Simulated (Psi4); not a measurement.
C4H10O2Sb (SMILES CC[O][Sb+][O]CC), charge +1, singlet, at a GFN2-xTB geometry (all electrons, no relativity); B3LYP/STO-3G in Psi4.

Here is a job for Psi4.
```
memory 2 GB

molecule mol {
1 1
Sb   -0.209122    0.737031    0.261695
O    -0.551862   -1.135489    0.304901
C    -1.598000   -1.820024    0.975159
C    -2.542198   -0.920732    1.741652
H    -2.135283   -2.386386    0.206379
H    -1.112976   -2.539260    1.644330
H    -3.024994   -0.212935    1.062670
H    -3.312659   -1.516051    2.224994
H    -1.996704   -0.367879    2.510956
O     1.280426    0.507835   -0.842181
C     1.836769   -0.689854   -1.387277
C     2.904202   -0.296771   -2.389438
H     2.265658   -1.283221   -0.571248
H     1.046081   -1.285148   -1.857997
H     3.675859    0.297536   -1.908882
H     3.355771   -1.194533   -2.801860
H     2.471324    0.284819   -3.198099
}

set {
  basis sto-3g
  reference rks
  scf_type pk
  dft_radial_scheme becke
}

energy('b3lyp')
print_variables()
```

The log (banner, timings and long lists left out):

```
   => Loading Basis Set <=

    Name: STO-3G
    Role: ORBITAL
    Keyword: BASIS

         ---------------------------------------------------------
                                   SCF
               by Justin Turney, Rob Parrish, Andy Simmonett
                          and Daniel G. A. Smith
                              RKS Reference
         ---------------------------------------------------------

  ==> Geometry <==

    Molecular point group: c1
    Full point group: C1

    Geometry (in Angstrom), charge = 1, multiplicity = 1:

       Center              X                  Y                   Z               Mass
    ------------   -----------------  -----------------  -----------------  -----------------
         SB          -0.184572123153     0.622991561448     0.225588148571   120.903812000000
         O           -0.527312123153    -1.249528438552     0.268794148571    15.994914619570
         C           -1.573450123153    -1.934063438552     0.939052148571    12.000000000000
         C           -2.517648123153    -1.034771438552     1.705545148571    12.000000000000
         H           -2.110733123153    -2.500425438552     0.170272148571     1.007825032230
         H           -1.088426123153    -2.653299438552     1.608223148571     1.007825032230
         H           -3.000444123153    -0.326974438552     1.026563148571     1.007825032230
         H           -3.288109123153    -1.630090438552     2.188887148571     1.007825032230
         H           -1.972154123153    -0.481918438552     2.474849148571     1.007825032230
         O            1.304975876847     0.393795561448    -0.878287851429    15.994914619570
         C            1.861318876847    -0.803893438552    -1.423383851429    12.000000000000
         C            2.928751876847    -0.410810438552    -2.425544851429    12.000000000000
         H            2.290207876847    -1.397260438552    -0.607354851429     1.007825032230
         H            1.070630876847    -1.399187438552    -1.894103851429     1.007825032230
         H            3.700408876847     0.183496561448    -1.944988851429     1.007825032230
         H            3.380320876847    -1.308572438552    -2.837966851429     1.007825032230
         H            2.495873876847     0.170779561448    -3.234205851429     1.007825032230

  Running in c1 symmetry.

  Rotational constants: A =      0.10100  B =      0.03017  C =      0.02367 [cm^-1]
  Rotational constants: A =   3027.98612  B =    904.45062  C =    709.60158 [MHz]
  Nuclear repulsion =  721.221042275536206

  Charge       = 1
  Multiplicity = 1
  Electrons    = 100
  Nalpha       = 50
  Nbeta        = 50

  ==> Algorithm <==

  SCF Algorithm Type is PK.
  DIIS enabled.
  MOM disabled.
  Fractional occupation disabled.
  Guess Type is SAD.
  Energy threshold   = 1.00e-06
  Density threshold  = 1.00e-06
  Integral threshold = 1.00e-12

  ==> Primary Basis <==

  Basis Set: STO-3G
    Blend: STO-3G
    Number of shells: 39
    Number of basis functions: 67
    Number of Cartesian functions: 69
    Spherical Harmonics?: true
    Max angular momentum: 2

  ==> DFT Potential <==

   => LibXC <=

    Version 7.1.2
    S. Lehtola, C. Steigemann, M. J. T. Oliveira, and M. A. L. Marques,  SoftwareX 7, 1–5 (2018) (10.1016/j.softx.2017.11.002)

   => Composite Functional: B3LYP <=

    B3LYP Hyb-GGA Exchange-Correlation Functional

    P. J. Stephens, F. J. Devlin, C. F. Chabalowski, and M. J. Frisch,  J. Phys. Chem. 98, 11623 (1994) (10.1021/j100096a001)

    Deriv               =              1
    GGA                 =           TRUE
    Meta                =          FALSE

    Exchange Hybrid     =           TRUE
    MP2 Hybrid          =          FALSE

   => Exchange Functionals <=

    0.0800   Slater exchange
    0.7200         Becke 88

   => Exact (HF) Exchange <=

    0.2000               HF

   => Correlation Functionals <=

    0.1900   Vosko, Wilk & Nusair (VWN5_RPA)
    0.8100   Lee, Yang & Parr

   => LibXC Density Thresholds  <==

    XC_HYB_GGA_XC_B3LYP:  1.00E-15

   => Molecular Quadrature <=

    Radial Scheme          =          BECKE
    Pruning Scheme         =           NONE
    Nuclear Scheme         =       TREUTLER

    Blocking Scheme        =         OCTREE
    BS radius alpha        =              1
    Pruning alpha          =              1
    Radial Points          =             75
    Spherical Points       =            302
    Total Points           =         316890
    Total Blocks           =           2345
    Max Points             =            256
    Max Functions          =             61
    Weights Tolerance      =       1.00E-15

  ==> Integral Setup <==

  Using in-core PK algorithm.
   Calculation information:
      Number of atoms:                  17
      Number of AO shells:              39
      Number of primitives:            117
      Number of atomic orbitals:        69
      Number of basis functions:        67

      Integral cutoff                 1.00e-12
      Number of threads:                 1

  Performing in-core PK
  Using 5191562 doubles for integral storage.
  We computed 222259 shell quartets total.
  Whereas there are 304590 unique shell quartets.

  ==> DiskJK: Disk-Based J/K Matrices <==

    J tasked:                  Yes
    K tasked:                  Yes
    wK tasked:                  No
    Schwarz Cutoff:          1E-12

  Minimum eigenvalue in the overlap matrix is 2.0820092156E-01.
  Reciprocal condition number of the overlap matrix is 8.5284859022E-02.
    Using symmetric orthogonalization.

  ==> Pre-Iterations <==

  SCF Guess: Superposition of Atomic Densities via on-the-fly atomic UHF (no occupation information).

   -------------------------
    Irrep   Nso     Nmo
   -------------------------
     A         67      67
   -------------------------
    Total      67      67
   -------------------------

  ==> Iterations <==

                        Total Energy        Delta E     RMS |[F,P]|

   @RKS iter SAD: -6553.43462482077121   -6.55343e+03   0.00000e+00
   @RKS iter   1: -6557.95187322295169   -4.51725e+00   8.26526e-03 ADIIS/DIIS
   @RKS iter   2: -6557.74654895012463    2.05324e-01   9.93054e-03 ADIIS/DIIS
   @RKS iter   3: -6558.17243080638582   -4.25882e-01   1.88691e-03 ADIIS/DIIS
   @RKS iter   4: -6558.18217785157594   -9.74705e-03   5.14439e-04 ADIIS/DIIS
   @RKS iter   5: -6558.18287730725842   -6.99456e-04   1.29963e-04 ADIIS/DIIS
   @RKS iter   6: -6558.18284141555250    3.58917e-05   1.74989e-04 ADIIS/DIIS
   @RKS iter   7: -6558.18293389676091   -9.24812e-05   1.70572e-05 DIIS
   @RKS iter   8: -6558.18293490544420   -1.00868e-06   4.19802e-06 DIIS
   @RKS iter   9: -6558.18293496199112   -5.65469e-08   8.95239e-07 DIIS
  Energy and wave function converged.

  ==> Post-Iterations <==

   Electrons on quadrature grid:
      Ntotal   =   99.9999208780 ; deviation = -7.912e-05

    Orbital Energies [Eh]
    ---------------------

    Doubly Occupied:

       1A   -1063.372444     2A   -157.045122     3A   -149.556461
       4A   -149.556319     5A   -149.555997     6A    -29.776625
       7A    -27.090338     8A    -27.089892     9A    -27.088608
      10A    -19.122134    11A    -19.120702    12A    -18.931637
      13A    -18.931593    14A    -18.930611    15A    -18.930375
      16A    -18.930060    17A    -10.262136    18A    -10.254008
      19A    -10.184599    20A    -10.155192    21A     -4.903057
      22A     -3.746277    23A     -3.744175    24A     -3.739366
      25A     -1.233088    26A     -1.217027    27A     -1.180549
      28A     -1.177878    29A     -1.175695    30A     -1.157861
      31A     -1.129093    32A     -0.899107    33A     -0.880384
      34A     -0.781103    35A     -0.751916    36A     -0.665697
      37A     -0.627017    38A     -0.613798    39A     -0.610214
      40A     -0.586553    41A     -0.535127    42A     -0.528041
      43A     -0.517055    44A     -0.499157    45A     -0.490937
      46A     -0.473227    47A     -0.446762    48A     -0.414456
      49A     -0.400100    50A     -0.390806

    Virtual:

      51A     -0.233319    52A     -0.111808    53A     -0.049583
      54A      0.148385    55A      0.163339    56A      0.216491
      57A      0.233381    58A      0.254957    59A      0.262570
      60A      0.285022    61A      0.289814    62A      0.305647
      63A      0.332161    64A      0.345254    65A      0.348905
      66A      0.361020    67A      0.368035

    Final Occupation by Irrep:
              A
    DOCC [    50 ]
    NA   [    50 ]
    NB   [    50 ]

  @RKS Final Energy: -6558.18293496199112

   => Energetics <=

    Nuclear Repulsion Energy =            721.2210422755362060
    One-Electron Energy =              -10462.3098859584733873
    Two-Electron Energy =                3350.7257384393105895
    DFT Exchange-Correlation Energy =    -167.8198297183643888
    Empirical Dispersion Energy =           0.0000000000000000
    VV10 Nonlocal Energy =                  0.0000000000000000
    Total Energy =                      -6558.1829349619911227

Computation Completed

Properties will be evaluated at   0.000000,   0.000000,   0.000000 [a0]

Properties computed using the SCF density matrix

 Multipole Moments:

 ------------------------------------------------------------------------------------
     Multipole            Electronic (a.u.)      Nuclear  (a.u.)        Total (a.u.)
 ------------------------------------------------------------------------------------

 L = 1.  Multiply by 2.5417464519 to convert [e a0] to [Debye]
 Dipole X            :         -4.9895546            4.6856564           -0.3038983
 Dipole Y            :         21.0296220          -21.7658245           -0.7362025
 Dipole Z            :          7.0435348           -6.8913928            0.1521421
 Magnitude           :                                                    0.8108610

 ------------------------------------------------------------------------------------

  Variable Map:
  ----------------------------------------------------------------------------
  "CURRENT ENERGY"              =>   -6558.182934961991
  "CURRENT REFERENCE ENERGY"    =>   -6558.182934961991
  "DD SOLVATION ENERGY"         =>       0.000000000000
  "DFT FUNCTIONAL TOTAL ENERGY" =>   -6558.182934961991
  "DFT TOTAL ENERGY"            =>   -6558.182934961991
  "DFT VV10 ENERGY"             =>       0.000000000000
  "DFT XC ENERGY"               =>    -167.819829718364
  "GRID ELECTRONS ALPHA"        =>      49.999960438982
  "GRID ELECTRONS BETA"         =>      49.999960438982
  "GRID ELECTRONS TOTAL"        =>      99.999920877965
  "NUCLEAR REPULSION ENERGY"    =>     721.221042275536
  "ONE-ELECTRON ENERGY"         =>  -10462.309885958473
  "PCM POLARIZATION ENERGY"     =>       0.000000000000
  "PE ENERGY"                   =>       0.000000000000
  "SCF ITERATION ENERGY"        =>   -6558.182934961991
  "SCF ITERATIONS"              =>       9.000000000000
  "SCF TOTAL ENERGY"            =>   -6558.182934961991
  "TWO-ELECTRON ENERGY"         =>    3350.725738439311
  "XC GRID RADIAL POINTS"       =>      75.000000000000
  "XC GRID SPHERICAL POINTS"    =>     302.000000000000
  "XC GRID TOTAL POINTS"        =>  316890.000000000000

  Array Variable Map:
  ----------------------------------------------------------------------------
  "CURRENT DIPOLE"              =>      -0.303898291707 ... 0.152142068655 1 by 3
  "SCF DIPOLE"                  =>      -0.303898291707 ... 0.152142068655 1 by 3
  "SCF TOTAL ENERGIES"          =>   -6553.434624820771 ... -6558.182934961991 1 by 10
```
